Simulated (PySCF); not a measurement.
# How the method moves the HOMO and LUMO of `CCCCC1CC1`

Compound: C7H14.
Atom-mapped SMILES: `[CH3:1][CH2:2][CH2:3][CH2:4][CH:5]1[CH2:6][CH2:7]1` (hydrogens: H8, H9, H10 on C1; H11, H12 on C2; H13, H14 on C3; H15, H16 on C4; H17 on C5; H18, H19 on C6; H20, H21 on C7)

Structure used (PBE0-D3(BJ)/def2-SVP), in Å, numbered top down from 1:
```xyz
21
C7H14 angstrom
C     -3.2363   -0.0818   -0.5198
C     -2.0066   -0.6507    0.1693
C     -0.7478    0.1737   -0.0611
C      0.4890   -0.3867    0.6280
C      1.7320    0.4295    0.3814
C      2.5404    0.2174   -0.8655
C      3.0915   -0.1948    0.4690
H     -3.0892   -0.0182   -1.6101
H     -3.4607    0.9356   -0.1606
H     -4.1283   -0.7014   -0.3405
H     -1.8305   -1.6842   -0.1787
H     -2.1932   -0.7318    1.2550
H     -0.9204    1.2088    0.2861
H     -0.5519    0.2539   -1.1455
H      0.3046   -0.4581    1.7153
H      0.6642   -1.4225    0.2849
H      1.6620    1.4674    0.7282
H      2.9767    1.0864   -1.3650
H      2.2164   -0.5730   -1.5498
H      3.1452   -1.2646    0.6923
H      3.9093    0.3903    0.8978
```

Basis pcSseg-1 throughout (PySCF), one geometry. The structure is a single PBE0-D3(BJ)/def2-SVP conformer in the gas phase; no vibrational or solvent corrections.

How do the orbital energies, the gap and the dipole change with the method?

| method | kind | HOMO (eV) | LUMO (eV) | gap (eV) | μ (D) | SCF cycles |
| --- | --- | --- | --- | --- | --- | --- |
| OPBE | GGA | -6.55 | 0.98 | 7.53 | 0.12 | 14 |
| KT2 | GGA | -6.65 | 0.67 | 7.32 | 0.12 | 13 |
| LDA | LDA | -6.73 | 0.54 | 7.27 | 0.13 | 13 |
| B97-2 | global hybrid | -7.61 | 1.62 | 9.24 | 0.12 | 12 |
| PBE0 | global hybrid | -7.88 | 1.59 | 9.47 | 0.12 | 12 |
| mPW1PW91 | global hybrid | -7.91 | 1.62 | 9.53 | 0.12 | 12 |
| CAM-B3LYP | range-separated hybrid | -9.26 | 2.42 | 11.68 | 0.13 | 12 |
| wB97X-D | range-separated hybrid | -9.76 | 3.41 | 13.16 | 0.13 | 11 |

The HOMO spans 3.21 eV, from OPBE down to wB97X-D, and the gap runs from 7.27 eV (LDA) to 13.16 eV (wB97X-D). Over the methods OPBE (0 %), KT2 (0 %), LDA (0 %), B97-2 (21 %), PBE0 (25 %), mPW1PW91 (25 %), a straight line through the gap against the share of exact exchange rises by 0.86 eV for each 10 % (correlation coefficient 0.996). The dipole ranges from 0.12 D (OPBE) to 0.13 D (LDA). This basis has no diffuse functions.

The vertical ΔSCF ionisation energy at CAM-B3LYP/def2-SVPD is 10.01 eV; −ε(HOMO) comes closest to it with wB97X-D (9.76 eV).
